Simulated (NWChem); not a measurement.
All runs are NWChem calculations. System: HSb, charge 0, spin multiplicity 3, at a geometry optimised with UPBE0/def2-SVP with def2 effective core potentials on Sb. The structure started from a generated list of species. Its SCF solution wasn't tested for a lower state. Level: UHF/def2-QZVP with def2 effective core potentials on Sb.

Job file:

```
start mol
memory heap 200 mb stack 900 mb global 1100 mb
geometry units angstroms nocenter noautoz
  Sb     0.000000     0.000000     0.033170
  H      0.000000     0.000000    -1.691659
  symmetry group C2v
end
basis spherical
  * library def2-qzvp
end
ecp
  Sb library def2-ecp
end
scf
  uhf
  nopen 2
  maxiter 100
  thresh 1e-7
  semidirect memsize 60000000 filesize 0
  # guess.movecs holds the orbitals of an unrestricted PBE0 run
  vectors input guess.movecs output mol.movecs
end
task scf energy
```

Output (cleaned and shortened):

```
             Northwest Computational Chemistry Package (NWChem) 7.3.0
             --------------------------------------------------------

                                NWChem Input Module
                                -------------------

 Scaling coordinates for geometry "geometry" by  1.889725989
 (inverse scale =  0.529177249)

 Turning off AUTOSYM since
 SYMMETRY directive was detected!

                             Geometry "geometry" -> ""
                             -------------------------

 Output coordinates in angstroms (scale by  1.889725989 to convert to a.u.)

  No.       Tag          Charge          X              Y              Z
 ---- ---------------- ---------- -------------- -------------- --------------
    1 Sb                  51.0000     0.00000000     0.00000000     0.03317000
    2 H                    1.0000     0.00000000     0.00000000    -1.69165900

 Effective nuclear repulsion energy (a.u.)      15.6467914785

            Nuclear Dipole moment (a.u.)
            ----------------------------
        X                 Y               Z
 ---------------- ---------------- ----------------
     0.0000000000     0.0000000000     0.0000207870

      Symmetry information
      --------------------

 Group name             C2v
 Group number             16
 Group order               4
 No. of unique centers     2

      Symmetry unique atoms

     1    2


 Summary of "ao basis" -> "" (spherical)
 ------------------------------------------------------------------------------
       Tag                 Description            Shells   Functions and Types
 ---------------- ------------------------------  ------  ---------------------
 *                         def2-qzvp                  on all atoms

 Summary of "ao basis" -> "ao basis" (spherical)
 ------------------------------------------------------------------------------
       Tag                 Description            Shells   Functions and Types
 ---------------- ------------------------------  ------  ---------------------
 Sb                        def2-qzvp                22       82   7s6p4d4f1g
[...]
    23      0.705529  1 Sb px                17      0.354702  1 Sb px
     8     -0.197550  1 Sb px

 Vector   14  Occ=0.000000D+00  E= 1.055404D-01  Symmetry=a1
              MO Center= -1.8D-15, -1.9D-15,  1.1D+00, r^2= 7.5D+00
   Bfn.  Coefficient  Atom+Function         Bfn.  Coefficient  Atom+Function
  ----- ------------  ---------------      ----- ------------  ---------------
    86      2.089385  2 H  s                 25      1.864349  1 Sb pz
     7     -0.817357  1 Sb s                 85     -0.426560  2 H  s
     6     -0.371148  1 Sb s                 22     -0.363168  1 Sb pz
     3      0.216771  1 Sb s                 38      0.198593  1 Sb d  0
    84      0.166696  2 H  s                 19      0.159652  1 Sb pz

 center of mass
 --------------
 x =   0.00000000 y =   0.00000000 z =   0.03573680

 moments of inertia (a.u.)
 ------------------
          10.618660126600           0.000000000000           0.000000000000
           0.000000000000          10.618660126600           0.000000000000
           0.000000000000           0.000000000000           0.000000000000

  Mulliken analysis of the total density
  --------------------------------------

    Atom       Charge   Shell Charges
 -----------   ------   -------------------------------------------------------
    1 Sb  23    22.89   0.59  0.01  1.24  0.15  0.69  0.96  0.23  5.60 -0.00  0.51  1.17  1.34  0.32  9.06  0.83  0.14  0.02  0.00  0.01  0.00  0.00  0.00
    2 H    1     1.11   0.10  0.31  0.52  0.16  0.00  0.01  0.02  0.00  0.00  0.00

  Mulliken analysis of the alpha density
  --------------------------------------

    Atom       Charge   Shell Charges
 -----------   ------   -------------------------------------------------------
    1 Sb  23    12.49   0.30  0.01  0.62  0.07  0.35  0.51  0.11  2.81  0.00  0.28  0.96  1.16  0.28  4.51  0.42  0.08  0.02  0.00  0.00  0.00  0.00  0.00
    2 H    1     0.51   0.05  0.14  0.23  0.07  0.00  0.00  0.01  0.00  0.00  0.00

   Mulliken analysis of the beta density
   -------------------------------------

    Atom       Charge   Shell Charges
 -----------   ------   -------------------------------------------------------
    1 Sb  23    10.40   0.30  0.01  0.62  0.09  0.35  0.45  0.12  2.79 -0.00  0.23  0.21  0.19  0.03  4.55  0.40  0.06  0.00  0.00  0.00  0.00  0.00  0.00
    2 H    1     0.60   0.05  0.17  0.28  0.09  0.00  0.00  0.01  0.00  0.00  0.00

   Mulliken analysis of the spin density
   -------------------------------------

    Atom       Charge   Shell Charges
 -----------   ------   -------------------------------------------------------
    1 Sb  23     2.09   0.00  0.00  0.00 -0.02 -0.00  0.06 -0.01  0.03  0.00  0.04  0.75  0.97  0.25 -0.04  0.02  0.02  0.01 -0.00 -0.00 -0.00 -0.00 -0.00
    2 H    1    -0.09  -0.01 -0.02 -0.05 -0.01  0.00  0.00  0.01  0.00  0.00  0.00

       Multipole analysis of the density wrt the origin
       ------------------------------------------------

     L   x y z        total         alpha         beta         nuclear
     -   - - -        -----         -----         ----         -------
     0   0 0 0      0.000000    -13.000000    -11.000000     24.000000

     1   1 0 0     -0.000000      0.000000     -0.000000      0.000000
     1   0 1 0     -0.000000      0.000000     -0.000000      0.000000
     1   0 0 1      0.056559      0.919367      0.892273     -1.755081

     2   2 0 0    -20.313544    -14.204134     -6.109410      0.000000
     2   1 1 0     -0.000000     -0.000000     -0.000000      0.000000
     2   1 0 1     -0.000000      0.000000     -0.000000      0.000000
     2   0 2 0    -20.313544    -14.204134     -6.109410      0.000000
     2   0 1 1     -0.000000      0.000000     -0.000000      0.000000
     2   0 0 2    -20.680499    -16.855032    -14.135186     10.309719

 Task  times  cpu:        3.8s     wall:        3.8s

 Total times  cpu:        3.8s     wall:        3.8s
```
